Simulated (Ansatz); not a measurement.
This geometry of BFH6OSi (10 atoms, charge 0, multiplicity 1) is a first-order saddle point.

Level of theory: RKS PBE0-D4/6-31G* in Ansatz.

```xyz
10
Properties=species:S:1:pos:R:3
B 0.317 -0.365 -0.101
F -0.501 0.390 1.098
H 1.456 -0.011 -0.035
H -0.314 -0.236 -1.116
O 0.039 -1.650 0.644
Si -0.787 -2.944 -0.051
H 0.051 -3.523 -1.129
H -1.009 -3.937 1.029
H -2.091 -2.489 -0.605
H -0.508 -0.682 1.338
```

Which two structures does it join? (They come from a converged band through this point; their orientation in space is the band's.)

Bonds broken: B1–F2, O5–H10. Bonds formed: F2–H10. BFH6OSi becomes BH5OSi + FH.

First end point:

```xyz
10
Properties=species:S:1:pos:R:3
B -0.143 -0.073 0.158
F -0.627 0.077 1.435
H 0.843 0.568 -0.110
H -0.989 -0.215 -0.707
O 0.465 -1.674 0.198
Si -0.748 -2.840 -0.163
H -0.200 -4.129 0.337
H -2.013 -2.513 0.529
H -0.884 -2.851 -1.633
H 0.949 -1.797 1.029
```

Last end point:

```xyz
10
Properties=species:S:1:pos:R:3
B 0.083 -0.147 -0.758
F 0.180 -1.695 2.677
H 0.631 0.844 -0.367
H -0.291 -0.278 -1.894
O -0.117 -1.147 0.139
Si -0.871 -2.653 -0.097
H 0.093 -3.708 0.288
H -2.088 -2.697 0.744
H -1.223 -2.763 -1.537
H 0.257 -1.203 1.877
```

How far does it lie above each of them?

18.1 kcal/mol above the first and 9.7 kcal/mol above the second. This is the barrier of this one path; another mechanism may lie lower. The orbitals stay closed-shell, which can raise the energy where a bond breaks towards radicals; this wasn't checked here.

Time of the run: 8.4 min on 1 thread of Arm Neoverse V2, on a shared host, peak memory 0.15 GiB.
